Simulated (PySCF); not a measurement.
## Vertical excitation energies

C5H6F4O.
InChI=1S/C5H6F4O/c6-1-3-2-10-4(3)5(7,8)9/h3-4H,1-2H2/t3-,4-/m1/s1

The calculation used PySCF 2.14.0, density-fitted response routines, TDDFT PBE0/def2-SVPD, vertical, gas phase, core orbitals frozen in the response. Geometry: GFN2-xTB, one conformer, isolated molecule. Torsions of this conformer, `[F:1][CH2:2][C@@H:3]1[CH2:4][O:5][C@H:6]1[C:7]([F:8])([F:9])[F:10]`: F1–C2–C3–C4 170°, O5–C6–C7–F8 -70°.

**Question.** List the vertical singlet excitations with oscillator strengths and describe the spectrum.

**Answer.** 

```
state  E (eV)  λ (nm)       f  main configurations (H = HOMO, L = LUMO)
   S1    7.34   169.0  0.0008                               H→L+1 (94%)
   S2    7.66   161.9   0.019                                 H→L (92%)
   S3    8.05   154.0  0.0022                               H→L+2 (92%)
   S4    8.34   148.6  0.0044                               H→L+3 (91%)
   S5    8.70   142.5   0.017                H→L+4 (71%), H-1→L+1 (16%)
   S6    8.77   141.4  0.0072                H-1→L+1 (79%), H→L+4 (14%)
```

Triplets (Tamm–Dancoff): T1 6.88 eV, H→L+1 (87%); T2 7.49 eV, H→L (86%).

The lowest singlet comes at 169 nm (708 kJ/mol) in the vacuum ultraviolet; it is very weak; its leading configuration is HOMO→LUMO+1 (94%). The strongest level in the table is S2 at 7.66 eV (162 nm, f = 0.019). Löwdin shares by element: HOMO oxygen 55%, carbon 18% or more, hydrogen 6% or more (atoms not listed hold the other 21%); LUMO carbon 31% or more, hydrogen 23% or more (atoms not listed hold the other 46%). The listed states span 1.43 eV, and the widest gap between neighbours is 0.40 eV (S2 to S3). The oscillator strengths of these states sum to 0.051; summed over the whole spectrum of an exact calculation they would give the number of electrons, 80 (Thomas–Reiche–Kuhn). Weighted by f, the mean energy of these states is 8.24 eV. The window holds the lowest 6 singlets.

Without π bonds the low states may be Rydberg-like; a valence basis with one diffuse set may place them up to an eV too high.
